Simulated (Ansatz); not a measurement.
Start from `C[SiH2][SiH](N)Cl` and change one atom or group to get `N[SiH](Cl)N[SiH3]`.

Ansatz, PBE0-D4/def2-TZVP geometries, multiplicity 1. Each molecule was computed in one conformer, which needn't be the lowest.

```csv
property,`C[SiH2][SiH](N)Cl`
size of the dipole moment (ωB97M-V/def2-TZVPP) / D,1.26
HOMO energy (PBE/def2-TZVPP) / eV,-6.41
LUMO energy (ωB97M-V/def2-TZVPP) / eV,1.46
HOMO energy (ωB97M-V/def2-TZVPP) / eV,-9.77
HOMO–LUMO gap (PBE0/def2-TZVPP) / eV,7.53
HOMO energy (B3LYP/def2-TZVPP) / eV,-7.48
```

Problem. Give the same properties after the change, and the shifts. (Estimate.)

Solution. Ansatz gave: 
```json
{"property": "size of the dipole moment (ωB97M-V/def2-TZVPP) / D", "`N[SiH](Cl)N[SiH3]`": "2.59", "shift": "1.33"}
{"property": "HOMO energy (PBE/def2-TZVPP) / eV", "`N[SiH](Cl)N[SiH3]`": "-6.39", "shift": "0.02"}
{"property": "LUMO energy (ωB97M-V/def2-TZVPP) / eV", "`N[SiH](Cl)N[SiH3]`": "1.92", "shift": "0.46"}
{"property": "HOMO energy (ωB97M-V/def2-TZVPP) / eV", "`N[SiH](Cl)N[SiH3]`": "-10.05", "shift": "-0.28"}
{"property": "HOMO–LUMO gap (PBE0/def2-TZVPP) / eV", "`N[SiH](Cl)N[SiH3]`": "8.14", "shift": "0.61"}
{"property": "HOMO energy (B3LYP/def2-TZVPP) / eV", "`N[SiH](Cl)N[SiH3]`": "-7.52", "shift": "-0.04"}
```

With PBE0 the HOMO falls by 0.07 eV and the LUMO rises by 0.55 eV, so the gap widens by about 0.62 eV. PBE moves the HOMO by 0.02 eV and ωB97M-V by -0.28 eV. Dipoles are sizes alone; their direction can turn.

Positive LUMOs are unbound, so they and the gaps depend on the basis.

B3LYP here is the variant with VWN-RPA as its local correlation; programs differ in this.
